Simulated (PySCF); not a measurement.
Delta-SCF ions had no search for a lower state. Excitations are Tamm–Dancoff values on a coarser integration grid. The basis has no diffuse functions, so Rydberg states are missing or too high.

Species: C2H4N2, SMILES `CN=C=N` (charge 0, multiplicity 1).

Task: What dipole moment, HOMO–LUMO gap, S1–T1 gap (TDA), T1 excitation (TDA), S1 oscillator strength, HOMO, S1 excitation (TDA) and vertical ionisation energy (Delta-SCF) does r2SCAN-D4/def2-TZVP run with PySCF give?

Result: 
```json
{
 "dipole_moment": "2.13 D",
 "HOMO–LUMO gap": "6.58 eV",
 "S1–T1 gap (TDA)": "1.15 eV",
 "T1 excitation (TDA)": "5.58 eV",
 "S1 oscillator strength": "0.001",
 "HOMO": "-6.61 eV",
 "S1 excitation (TDA)": "6.73 eV",
 "vertical ionisation energy (Delta-SCF)": "9.86 eV"
}
```
